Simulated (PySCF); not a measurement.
Isomers of C5H12GeSi, from PBE0-D3(BJ)/def2-SVP geometry optimisation, gas phase (PySCF). One conformer each, no zero-point energy, no frequencies.

**Question.** Which is lower in electronic energy at this level?
A. `[CH3:1][CH2:2][CH2:3][GeH2:4][C:5]#[C:6][SiH3:7]` with C1–C2–C3–Ge4 -179°, C2–C3–Ge4–C5 60°: A = 1756, B = 604.7, C = 464.4 MHz, dipole 1.25 D
B. `[SiH3:1][CH2:2][GeH:3]1[CH2:4][CH:5]=[CH:6][CH2:7]1` with Si1–C2–Ge3–C4 170°: A = 3325, B = 890.3, C = 803.7 MHz, dipole 0.89 D

**Answer.** B. That is `[SiH3][CH2][GeH]1[CH2]C=C[CH2]1`, 33.6 kcal/mol below the other.

| SMILES | mapped SMILES | E (Eh) | relative (kcal/mol) | relative (kJ/mol) | dipole (D) |
| --- | --- | --- | --- | --- | --- |
| [SiH3][CH2][GeH]1[CH2]C=C[CH2]1 | [SiH3:1][CH2:2][GeH:3]1[CH2:4][CH:5]=[CH:6][CH2:7]1 | -2563.13427 | 0.0 | 0.0 | 0.89 |
| CC[CH2][GeH2][C]#C[SiH3] | [CH3:1][CH2:2][CH2:3][GeH2:4][C:5]#[C:6][SiH3:7] | -2563.08076 | 33.6 | 140.5 | 1.25 |

As drawn, the lower has a C=C bond outside aromatic rings, which the higher lacks; the higher has a C≡C bond, which the lower lacks.
